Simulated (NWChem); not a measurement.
Molecule: BeHSF; SMILES [F][Be][SH]

```xyz
4

Be     0.0215    -0.6730     0.0000
F      0.0192    -2.0491     0.0000
S      0.0641     1.2366     0.0000
H     -1.2849     1.3479     0.0000
```
Atoms are numbered in this order, from 1.

Computed with NWChem. All runs use the structure optimised with B3LYP/6-31G* (spherical d).

Q: What does the run give for PBE/def2-TZVP? Quantities: highest occupied level (eV); orbital gap (eV); dipole (D).

A: The highest occupied level (eV) comes out as -6.63 and the orbital gap (eV) is 5.33. The dipole (D) is 0.93.
